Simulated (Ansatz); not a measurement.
Reaction (redistribution): `O[Si](F)(S)S` + `[Cl][Ti]12345678([Cl])([C@H]9[C@@H]1[C@@H]2[C@@H]3[C@H]94)[C@H]1[C@@H]5[C@@H]6[C@@H]7[C@H]18` → `O[Si](S)(S)Cl` + `[F][Ti]12345678([Cl])([C@H]9[C@@H]1[C@@H]2[C@@H]3[C@H]94)[C@H]1[C@@H]5[C@@H]6[C@@H]7[C@H]18`

Computed with Ansatz on PBE0-D4/def2-TZVP structures; ΔE is electronic, products minus reactants. CCSD(T)/CBS is the MP2 limit (def2-TZVPP, def2-QZVPP) plus CCSD(T) − MP2 in def2-TZVPP, frozen cores. Functionals use def2-TZVPP. For Ti outer-core shells are correlated without core-valence functions, which leaves a few kJ/mol of doubt a bond. Scalar relativity is left out up to krypton. One conformer a species, not always the lowest.

CCSD(T)/CBS gives +52.7 kJ/mol.

**Question.** Another level gave +37.5 kJ/mol. Which?
A. SCS-MP2/def2-TZVPP
B. LC-ωPBE/def2-TZVPP
C. ωB97M-V/def2-TZVPP
D. BLYP-D4/def2-TZVPP

**Answer.** C. ωB97M-V 37.5, BLYP-D4 31.7, SCS-MP2/def2-TZVPP 64.1, LC-ωPBE 27.2 kJ/mol.

Largest T1 diagnostic among the species: 0.018.

The D4 term adds +5.1 kJ/mol with B3LYP and +3.1 kJ/mol with PBE0; it sums over pairs of atoms, weighted by their polarisabilities, and B3LYP, whose exchange is more repulsive, gets the larger term. At CCSD(T), def2-SVP lies −8.3 kJ/mol from the extrapolated value and def2-TZVPP −2.8 kJ/mol.

CCSD(T)/CBS has its own doubt, a few kJ/mol and more with outer-core shells, so smaller differences from it don't rank the levels.

B3LYP here is the variant with VWN-RPA as its local correlation; programs differ in this.
